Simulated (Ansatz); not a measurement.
Ideal-gas functions of `F[B]1O[SiH2][Zn]1` at 298.15 K and 1 bar, from an Ansatz frequency run at PBE0-D4/def2-TZVP.

Molar mass 141.3 g/mol, point group Cs (symmetry number 1), electronic degeneracy 1, moments of inertia 154.319, 213.947, 362.457 u Å². Harmonic wavenumbers (cm⁻¹, unscaled): 133, 228, 264, 346, 361, 432, 447, 699, 721, 771, 947, 1121, 1420, 2193, 2208.

Use S(trans) = R[1.5 ln M + 2.5 ln T − 1.1517]; rotational temperatures θ = 24.2544 K / I; S(rot) = R[ln(√π/σ · √(T³/θAθBθC)) + 1.5]; for each mode x = 1.438777 ν̃/T, S = R[x/(eˣ − 1) − ln(1 − e⁻ˣ)] and H = RT x/(eˣ − 1); 1 cm⁻¹ = 0.0119627 kJ/mol; R = 8.31446 J/(mol·K).

Problem. By hand: the entropy, in J/(mol·K).

Solution. Translation 170.6. Rotation: θ = 0.1572, 0.1134, 0.0669 K, giving 116.3. Vibration, mode by mode: 12.14, 7.93, 6.84, 4.96, 4.68, 3.57, 3.37, 1.29, 1.18, 0.97, 0.48, 0.24, 0.07, 0.00, 0.00, in all 47.7. Electronic 0.0. Sum 334.6 J/(mol·K).

Problem. By hand: H − E and G − E in kJ/mol, counted from the electronic energy.

Solution. Zero-point energy ½ × 12291 × 0.0119627 = 73.5; thermal vibration 8.7; translation, rotation and pV give 4 RT = 9.9. H − E = 92.1 kJ/mol, and G − E = 92.1 − 298.15 × 334.6/1000 = -7.7 kJ/mol.

Vibration gives 14 % of the entropy, 12.1 J/(mol·K) of it from the mode under 150 cm⁻¹: soft modes count most, and the harmonic formula is weakest for them.
